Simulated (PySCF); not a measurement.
Ga(Me)2(PH2) (C2H8GaP), SMILES [CH3][Ga]([CH3])[PH2]. Atoms are numbered in the order given.

```xyz
12

Ga    -0.2081     0.0162    -0.2514
C     -1.6422    -1.3451    -0.4291
H     -1.8159    -1.5988    -1.4873
H     -2.5837    -0.9224    -0.0362
H     -1.4241    -2.2669     0.1300
C     -0.0790     1.5568    -1.4976
H      0.5495     1.2667    -2.3579
H      0.3906     2.4326    -1.0245
H     -1.0668     1.8445    -1.8909
P      1.2533    -0.0910     1.5812
H      2.4100     0.3241     0.8521
H      1.5196    -1.4889     1.4517
```
Charge 0, spin multiplicity 1.

Coordinates come from a B3LYP-D3(BJ)/def2-SVP optimisation. The structure was generated by enumeration; whether it is a known compound was not checked. The values are those of a single conformer.

All values below come from PBE0/def2-TZVP (PySCF).

ESP charges are fitted to the potential on shells at 1.4 to 2.0 van der Waals radii. Atomic charges (e):

```tsv
atom	Löwdin	Mulliken	meta-Löwdin	ESP fit
Ga1	0.17	0.42	0.55	0.78
C2	?	-0.56	-0.58	-0.76
H3	0.13	0.14	0.13	0.16
H4	0.14	0.14	0.13	0.18
H5	0.13	0.15	0.13	0.16
C6	?	-0.56	-0.58	-0.80
H7	0.13	0.14	0.13	0.16
H8	0.13	0.15	0.13	0.18
H9	0.13	0.14	0.13	0.18
P10	?	-0.32	-0.20	-0.38
H11	?	0.08	0.02	0.06
H12	?	0.08	0.02	0.06
```

Problem. What belongs in the gaps? (Estimate from the structure and the level; the computed values follow.)

Solution. 
- C2, Löwdin: -0.52
- C6, Löwdin: -0.52
- P10, Löwdin: 0.02
- H11, Löwdin: 0.03
- H12, Löwdin: 0.03
